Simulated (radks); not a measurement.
Results of a calculation; reference values are marked as such.
Species: Pt XII. Configuration: [Kr] 4d10 4f14 5s2 5p(1/2: 2, 3/2: 3) (the NIST ground configuration). Level of theory: Dirac Kohn-Sham, PBE, spin-unpolarised, spherical densities, finite nucleus; Fermi nuclear charge, rms radius 5.427 fm (a radial shooting solver on a logarithmic mesh with Libxc functionals).

Normalised radial functions P(r) = r R(r) (large component), r in bohr:

```
   r/bohr * 4f5/2, o 4f7/2, + 5p1/2 (the largest magnitude, 1.4, reaches the edge; | marks zero, & curves that meet)
0.0007354                             &
 0.001106                             &
  0.00165                             &
 0.002481                             &
 0.003731                             &+
 0.005566                             &+
  0.00837                             & +
  0.01259                             &  +
  0.01893                             &    +
  0.02824                             &     +
  0.04246                             &     +
  0.06386                             |&
  0.09526                       +     |   &
   0.1433                     +       |         &
   0.2154                             | +                &
    0.324                             |            +             &
   0.4833                             |+                        &
   0.7268         +                   |                &
    1.093        +                    |      &
     1.63                      +      |&
    2.452                            +&
```

4f5/2: eigenvalue -265.14 eV, 0 radial nodes, <r> = 0.502 bohr, 90 % of the charge inside 0.803 bohr. 4f7/2: eigenvalue -261.60 eV, 0 radial nodes, <r> = 0.508 bohr, 90 % of the charge inside 0.813 bohr. 5p1/2: eigenvalue -248.70 eV, 3 radial nodes at r = 0.0681, 0.201, 0.495 bohr, <r> = 0.959 bohr, 90 % of the charge inside 1.36 bohr.
